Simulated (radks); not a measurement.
Numerical settings for the iridium ion Ir3+, [Xe] 4f14 5d6. Method: Dirac Kohn-Sham, PBEsol, spin-unpolarised, spherical densities, point nucleus; open shells are shared between the two j in proportion to 2j + 1; computed with a radial shooting solver on a logarithmic mesh with Libxc functionals. The defaults (mesh step 0.008 in ln r, mesh end at 40 bohr or more with all orbitals vanishing there, Anderson mixing 0.5 over 9 steps, residual threshold near 1e-9 with the energy settled to 1e-9 hartree or 1e-11 of itself, here a cap of 55 iterations) give E = -17850.827 hartree and 5d5/2 at -36.314 eV in 15 iterations. Run on one thread of a shared host, so times are rough (Arm Neoverse V2): 0.17 s of CPU time, 0.17 s wall, 15 iterations on 2501 mesh points. Changes against that run (0 stands for a change within the tolerance of the run):

setting                     iterations  converged  E (mhartree)  e(5d5/2) (meV)  CPU (s)
mesh step in ln r 0.03              15        yes      +0.00786               0     0.05
mesh step in ln r 0.08               2         no      diverged               -     0.04
mesh step in ln r 0.012             15        yes             0               0     0.12
mesh end (bohr) 20                  15        yes             0               0     0.17
mesh end (bohr) 400                 15        yes             0               0     0.17
residual threshold 1e-13            22        yes             0               0     0.21
residual threshold 0.001            10        yes             0          +0.227     0.14
mixing 0.01                         24        yes             0               0     0.25
linear mixing, mixing 0.2           55         no             0         -0.0413     0.47
linear mixing, mixing 0.05          55         no         +1.79            -866     0.56
mixing history 20                   21        yes             0               0     0.21
iteration cap 2                      2         no     +6.52e+03       -3.37e+04     0.04

No run marked as converged misses the energy by more than 1 mhartree. A mesh that ends early acts as a hard wall.
